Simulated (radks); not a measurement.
Tm10+, 59 electrons, occupied as [Kr] 4d10 4f11 5s2.

All-electron calculation, scalar-relativistic Kohn-Sham, PBE, spin-unpolarised, spherical densities, point nucleus. Program: a radial shooting solver on a logarithmic mesh with Libxc functionals.

Energy parts (hartree):
part                       energy
total                 -13537.2679
kinetic                14718.7381
electron-nucleus      -32894.6199
Hartree                 4917.7518
exchange-correlation    -279.1379

Orbitals (lengths in bohr, moments of r in powers of bohr; r(max) is where P^2 peaks):
| orbital | occ. | eigenvalue (hartree) | <r^2> | <1/r> | r(max) |
|---|---|---|---|---|---|
| 1s | 2 | -2185.523 | 0.0005483 | 79.11 | 0.01261 |
| 2s | 2 | -374.1131 | 0.008512 | 18.43 | 0.07188 |
| 2p | 6 | -331.0565 | 0.006944 | 16.97 | 0.05854 |
| 3s | 2 | -89.04823 | 0.05577 | 6.804 | 0.2032 |
| 3p | 6 | -76.01089 | 0.05622 | 6.344 | 0.2001 |
| 3d | 10 | -59.93001 | 0.04683 | 6.011 | 0.1632 |
| 4s | 2 | -22.64337 | 0.2785 | 2.879 | 0.4640 |
| 4p | 6 | -18.34889 | 0.3150 | 2.634 | 0.4851 |
| 4d | 10 | -12.63873 | 0.3697 | 2.339 | 0.4999 |
| 5s | 2 | -7.62348 | 1.348 | 1.219 | 1.032 |
| 4f | 11 | -6.29845 | 0.5327 | 1.880 | 0.4853 |

The highest occupied level is 4f at -171.39 eV. Summed over all electrons, <r^2> = 15.68 bohr^2, which gives a Langevin (diamagnetic) susceptibility term of -12.4 x 10^-6 cm^3/mol.
